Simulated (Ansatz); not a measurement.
A nudged elastic band was laid between two geometries of a periodic cell of 19 atoms, Sr$_{18}$Ga (surface Sr(111), adsorbate Ga).

Method: DFT PBE, scalar-relativistic, plane waves, PAW in Ansatz 0.2.0. Settings: cutoff 420 eV, k mesh 2x2x1, fermi-dirac smearing 0.05 eV, no spin polarisation.

| Item | Value |
| --- | --- |
| movable images | 5 |
| climbing image | yes |
| spring | 10.0 eV/Å² |
| optimiser | fire |
| start path | straight line |
| force threshold | 0.05 eV/Å |
| iteration limit | 52 |
| end points | relaxed |
| atoms held | 1 to 6 |

Image 0:

```xyz
19
Lattice="8.5984 0.0000 0.0000 6.4488 11.1697 0.0000 0.0000 0.0000 20.0206" Properties=species:S:1:pos:R:3
Sr 2.150 1.241 1.000
Sr 6.449 1.241 1.000
Sr 4.299 4.964 1.000
Sr 8.598 4.964 1.000
Sr 6.449 8.688 1.000
Sr 10.748 8.688 1.000
Sr 0.069 2.453 4.395
Sr 4.417 2.434 4.422
Sr 2.111 6.222 4.325
Sr 6.425 6.149 4.479
Sr 4.176 9.892 4.340
Sr 8.556 9.911 4.379
Sr -0.305 -0.185 7.574
Sr 3.829 0.190 8.087
Sr 2.334 3.903 7.601
Sr 6.833 3.513 8.116
Sr 4.244 7.445 7.755
Sr 8.558 7.449 7.815
Ga 1.069 1.814 9.428
```

Image 6:

```xyz
19
Lattice="8.5984 0.0000 0.0000 6.4488 11.1697 0.0000 0.0000 0.0000 20.0206" Properties=species:S:1:pos:R:3
Sr 2.150 1.241 1.000
Sr 6.449 1.241 1.000
Sr 4.299 4.964 1.000
Sr 8.598 4.964 1.000
Sr 6.449 8.688 1.000
Sr 10.748 8.688 1.000
Sr -0.024 2.426 4.479
Sr 4.261 2.499 4.325
Sr 2.107 6.188 4.379
Sr 6.326 6.169 4.340
Sr 4.417 9.881 4.422
Sr 8.667 9.900 4.395
Sr 0.384 -0.210 8.116
Sr 4.484 0.180 7.601
Sr 2.110 3.726 7.815
Sr 6.394 3.722 7.755
Sr 3.829 7.636 8.087
Sr 8.293 7.261 7.574
Ga 3.219 -1.909 9.428
```

(1) Which bonds break or form, and what moves?

(2) What energy profile does the band end with?

(3) What is the geometry of the highest image?

The band took 40 iterations and roughly 110 core-minutes.

Results:

(1) Contacts lost: Sr15–Ga19, Sr16–Ga19. Contacts made: Sr17–Ga19, Sr18–Ga19. The atom that moves furthest is Ga19, by 4.30 Å.

(2) It converged. The highest image is number 4 of 0 to 6, 0.077 eV above the ends, which have the same energy within 2 meV. Beside the main top the profile has a ripple of under 15 meV (maxima at images 2, 4), which may be a very shallow well or noise. By the program's own check the climbing image is of a kind that is not told: the force calls were inconclusive, a negative curvature could not be distinguished from the path's own, the only one lies far off the path, or fixed occupations may fill a level only in part (lowest curvatures found: -0.05 and 0.05 eV/Å²). Limits of this set-up: coarse k mesh, thin slab, slab without dipole correction.

| image | path coordinate (Å) | energy (eV) | Sr15–Ga19 (Å) | Sr16–Ga19 (Å) | Sr17–Ga19 (Å) |
| --- | --- | --- | --- | --- | --- |
| 0 | 0.00 | 0.000 | 3.05 | 3.56 | 6.65 |
| 1 | 0.96 | 0.045 | 3.13 | 4.53 | 6.62 |
| 2 | 1.93 | 0.049 | 3.35 | 5.48 | 6.47 |
| 3 | 2.90 | 0.039 | 3.80 | 6.11 | 5.81 |
| 4 | 3.87 | 0.077 | 4.89 | 6.57 | 5.22 |
| 5 | 4.73 | 0.062 | 5.50 | 6.63 | 4.28 |
| 6 | 5.59 | 0.000 | 5.86 | 6.65 | 3.47 |

(3) 
```xyz
19
Lattice="8.5984 0.0000 0.0000 6.4488 11.1697 0.0000 0.0000 0.0000 20.0206" Properties=species:S:1:pos:R:3:forces:R:3
Sr 2.150 1.241 1.000 0.00 -0.01 -0.01
Sr 6.449 1.241 1.000 0.00 0.01 0.00
Sr 4.299 4.964 1.000 -0.01 0.03 0.00
Sr 8.598 4.964 1.000 0.00 0.03 0.04
Sr 6.449 8.688 1.000 0.01 0.00 -0.04
Sr 10.748 8.688 1.000 -0.01 -0.03 0.00
Sr -0.016 2.490 4.395 0.00 0.00 -0.01
Sr 4.272 2.511 4.348 0.00 -0.01 0.00
Sr 2.136 6.195 4.480 -0.01 0.00 0.00
Sr 6.409 6.250 4.394 0.01 0.00 0.03
Sr 4.298 9.919 4.348 0.00 -0.01 -0.01
Sr 8.586 9.921 4.337 0.01 0.00 -0.01
Sr 0.021 -0.033 7.748 0.00 0.02 -0.01
Sr 4.314 0.025 7.602 0.00 -0.01 0.00
Sr 2.138 3.601 7.941 0.00 -0.02 0.00
Sr 6.419 3.763 7.724 0.00 0.02 0.01
Sr 4.219 7.516 7.950 0.01 -0.01 -0.01
Sr 8.560 7.557 7.885 0.01 0.00 0.00
Ga 2.293 -0.938 9.746 -0.03 -0.02 0.03
```

Run time: 34 min on 4 threads of Intel(R) Xeon(R) Platinum 8559C (Emerald Rapids), with other jobs on the host, peak memory 7 GiB.
